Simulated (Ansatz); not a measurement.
H4Si4, SMILES `[SiH2]=[Si]1[SiH]=[SiH]1` (charge 0, multiplicity 1).

Z-matrix (Å, degrees):
```
Si
Si 1 2.2588
H 2 1.4885 1 149.65
Si 2 2.1280 3 148.43 1 -176.78
H 4 1.4885 2 148.54 3 0.12
Si 1 2.2631 2 146.81 3 -32.99
H 6 1.5106 1 95.07 2 69.33
H 6 1.5107 7 101.67 1 -96.35
```
Charge 0, multiplicity 1.

Frozen-core energies in 6-31g from Ansatz (a quantum-chemistry and plane-wave program) at a geometry from PBE0-D3(BJ)/def2-TZVP; the HF reference has <S^2> = 0.00 (restricted, and unstable towards unrestricted orbitals) and the T1 diagnostic is 0.025.

| level | energy (Ha) | difference from CCSDT(Q) (mHa) |
|---|---|---|
| HF | -1157.70535 | 274.50 |
| MP2 | -1157.92121 | 58.64 |
| CCSD | -1157.96591 | 13.94 |
| CCSD(T) | -1157.97713 | 2.72 |
| CCSDT | -1157.97865 | 1.20 |
| CCSDT(Q) | -1157.97985 | 0.00 |
